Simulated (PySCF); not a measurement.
# C7H10NP: core ionisation energies

Compound: C7H10NP.
SMILES with atom numbers: `[CH2:1]=[CH:2][c:3]1[cH:4][p:5][cH:6][n:7]1[CH2:8][CH3:9]`

Structure used (PBE0-D3(BJ)/def2-SVP), in Å, numbered top down from 1:
```
atom  x, y, z in Å
C1    -2.3553   -1.3827    0.8405
C2    -1.3769   -0.8759    0.0782
C3    -0.8510    0.4812    0.1653
C4    -1.4249    1.5747    0.7897
P5    -0.4502    3.0335    0.6624
C6     0.7041    2.1135   -0.2350
N7     0.3550    0.8151   -0.4197
C8     1.2444   -0.1346   -1.0713
C9     2.0445   -0.9674   -0.0853
H10   -2.8255   -0.8020    1.6385
H11   -2.7145   -2.4020    0.6852
H12   -0.9388   -1.5263   -0.6857
H13   -2.3976    1.5179    1.2790
H14    1.6503    2.4529   -0.6585
H15    1.9129    0.4486   -1.7203
H16    0.6518   -0.7765   -1.7402
H17    2.7233   -1.6479   -0.6207
H18    2.6474   -0.3203    0.5688
H19    1.3831   -1.5722    0.5525
```

Method: delta-SCF UKS SCAN, pcX-2 on the ionised atom, pcseg-1 elsewhere, spin-free X2C (PySCF). Vertical ΔSCF values, vacuum level as zero.

Task: What binding energy does each computed site have?

Result: 
```
atom(s)                                                     bonded to    level  binding energy (eV)  2p1/2 (eV)  above the level's lowest (eV)  count
     P5                                  2 C (aromatic in the SMILES)     P 1s              2148.69           –                           0.00      1
     N7                            2 C (aromatic in the SMILES) and C     N 1s               406.03           –                           0.00      1
     C8                                                  N, C and 2 H     C 1s               292.13           –                          +2.80      1
     C9                                                     C and 3 H     C 1s               291.00           –                          +1.67      1
     C3  N (aromatic in the SMILES), C (aromatic in the SMILES) and C     C 1s               290.94           –                          +1.61      1
     C2                                      C (double bond), C and H     C 1s               290.58           –                          +1.25      1
     C6  N (aromatic in the SMILES), H and P (aromatic in the SMILES)     C 1s               290.26           –                          +0.93      1
     C1                                       C (double bond) and 2 H     C 1s               289.61           –                          +0.28      1
     C4  C (aromatic in the SMILES), H and P (aromatic in the SMILES)     C 1s               289.33           –                           0.00      1
     P5                                  2 C (aromatic in the SMILES)  P 2p3/2               135.15      136.04                           0.00      1
```

Lowest listed C 1s: C4, bonded to C (aromatic in the SMILES), H and P (aromatic in the SMILES). Highest, 2.80 eV above it: C8, bonded to N, C and 2 H.

Task: Express the binding energy of C 1s of C3 in atomic units and per mole.

Result: 290.94 eV = 10.6918 Eh = 28071 kJ/mol.

Task: Which photon wavelength matches the C 1s of C3 threshold?

Result: λ = hc/E = 12398.42 eV Å / 290.94 eV = 42.615 Å.

Spin contamination (⟨S²⟩ against 0.75 for a pure doublet) is marked for C 1s of C2 (0.94), which makes this value less certain. The 2p values aren't plain energy differences: one relaxed spin-free 2p hole is combined with a matrix within the shell (ground-state 2p orbital-energy differences and spin–orbit coupling). 2p3/2, the mean of its two sublevels, lies a third of the splitting below the shell's mean and 2p1/2 two thirds above it; the statistical areas are 2:1. 2p1/2 minus 2p3/2 (ligand field included): P 0.89 eV. Isolated species at its PBE0-D3(BJ)/def2-SVP geometry (one conformer only).
